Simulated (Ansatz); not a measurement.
Gas-phase reaction (SMILES): F[SiH2]N[SiH3] → F[SiH2][N][SiH3] + H atom; the H-N bond at the site shown breaks (other sites are not compared here).

Each molecule is optimised on its own at B3LYP-D3(BJ)/def2-TZVP (Ansatz, a program for electronic structure), one conformer each, not searched for the lowest. Valence correlation only, unless marked. UHF or UKS for open shells. Spin-orbit coupling is left out. No relativistic terms. CBS(X,Y): correlation extrapolated as X^-3; Hartree-Fock from the larger set. [CCSD(T)-MP2]/basis is that difference in the basis named. Thermal terms are rigid-rotor harmonic-oscillator values from B3LYP-D3(BJ) frequencies (Ansatz) at 298.15 K and 1 atm. 1 Eh = 627.5095 kcal/mol. Atoms have translation alone. Electronic entropy comes from spin alone.

```csv
species,"E, RI-MP2/CBS(cc-pV(T+d)Z,cc-pV(Q+d)Z)+[CCSD(T)-MP2]/cc-pV(T+d)Z (Ansatz) (Eh)","E, wB97M-V/def2-TZVPD (Ansatz) (Eh)",H - E (Eh),G - E (Eh)
F[SiH2]N[SiH3],-736.36890,-737.29288,0.06968,0.03113
F[SiH2][N][SiH3],-735.67853,-736.61277,0.05648,0.01672
H atom,-0.49995,-0.49411,0.00236,-0.01065
```

**Question.** Work out ΔE and ΔH, ΔG, ΔS and the equilibrium constant at 298.15 K at the first level, then ΔH at the second.

**Answer.** 
1. ΔE = [(-735.67853) + (-0.49995)] - [(-736.36890)] = 0.19042 Eh = 119.5 kcal/mol at RI-MP2/CBS(cc-pV(T+d)Z,cc-pV(Q+d)Z)+[CCSD(T)-MP2]/cc-pV(T+d)Z.
2. The terms H - E add up to -0.01084 Eh, so ΔH = (0.19042 + (-0.01084))×627.5095 = 112.7 kcal/mol.
3. The terms G - E add up to -0.02506 Eh, so ΔG = 103.8 kcal/mol, and ΔS = (-0.01084 - (-0.02506))×627509.5/298.15 = 29.9 cal/(mol K).
4. log10 K = -ΔG/(RT ln 10) = -76.1, with RT ln 10 = 1.3642 kcal/mol.
5. With ΔH and ΔS taken as constant, ΔG changes sign near ΔH/ΔS = 3770 K, a rough figure that leaves out heat capacities.
6. At wB97M-V/def2-TZVPD the same steps give ΔE = 116.7 and ΔH = 109.9 kcal/mol, a shift of -2.8 from the first level.
7. These values are not checked against measurement here, since the tables used lack a sound gas-phase enthalpy of formation for at least one species.
